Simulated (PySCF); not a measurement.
Compound: C3H10FSi3 (doublet state).
Structure used (GFN2-xTB), in Å, numbered top down from 1:
```
atom  x, y, z in Å
F1    -0.4884   -2.7913   -0.4752
C2    -0.1043   -1.5718    0.1066
Si3    1.2640   -0.8005   -0.9906
C4     1.7229    0.8671   -0.1974
Si5    0.2338    2.0234    0.0742
C6    -1.1159    1.1474    1.0938
Si7   -1.6822   -0.5134    0.3572
H8     0.3135   -1.8548    1.0795
H9     0.7179   -0.6004   -2.3367
H10    2.4110   -1.7146   -1.0442
H11    2.2225    0.6811    0.7538
H12    2.4560    1.3668   -0.8280
H13   -0.3016    2.5223   -1.2006
H14   -0.7602    0.9819    2.1110
H15   -1.9802    1.8033    1.1815
H16   -2.3172   -0.3059   -0.9483
H17   -2.5987   -1.2285    1.2533
```

The hyperfine couplings belong to this conformer and change with its torsions.

Identity: `[SiH2]1C([SiH2]C[SiH]C1)F` [radical].

Theory: UKS B3LYP, pcH-1 on C F H Si, non-relativistic, mean-field spin-orbit, GIAO in PySCF. One conformer (not necessarily the lowest) at the GFN2-xTB geometry, without solvent, vibrations or thermal averaging. A GFN2-xTB geometry isn't a minimum of the functional, and hyperfine couplings can be far from their values at a DFT geometry, by a factor of two or more for some ions and for spin on atoms past the first row. No stability test was run, so a lower SCF solution isn't excluded.

(1) Where do the isotropic ENDOR lines of F1, H13, H10/H17, H11/H14, H12/H15 and H9/H16 fall at 1217.9 mT, to first order?

(2) Which pairs are centred on the nuclear Larmor frequency, and which on half the coupling?

Answers

(1) ν± = |νn ± a/2|, one line for each electron-spin manifold; νn = |g_N| × 7.62259 MHz/T × B.

| nuclei | isotope | g_N | νn (MHz) | a_iso (MHz) | lower line (MHz) | upper line (MHz) |
| --- | --- | --- | --- | --- | --- | --- |
| F1 | 19F | 5.2577 | 48.81 | 11.13 | 43.25 | 54.37 |
| H13 | 1H | 5.5857 | 51.86 | 54.94 | 24.39 | 79.32 |
| H10/H17 | 1H | 5.5857 | 51.86 | 21.43 | 41.14 | 62.57 |
| H11/H14 | 1H | 5.5857 | 51.86 | 11.75 | 45.98 | 57.73 |
| H12/H15 | 1H | 5.5857 | 51.86 | 1.93 | 50.89 | 52.82 |
| H9/H16 | 1H | 5.5857 | 51.86 | -1.39 | 51.16 | 52.55 |

(2) Centred on νn, since |a| < 2νn: F1, H13, H10/H17, H11/H14, H12/H15 and H9/H16. No pair has |a| > 2νn.

Nuclei that the bonding pattern makes equivalent are averaged, as if the motion that swaps them (rotation, inversion, ring flip) were fast.

The largest Mulliken spin population is on Si5 (+0.92). The angles at Si5 add up to 333.3°, so it is pyramidal.

Time: 2.5 min (with the writing of density and orbital grids); peak memory 1.1 GiB. Hardware: an Arm Neoverse V1 with one thread, shared host.
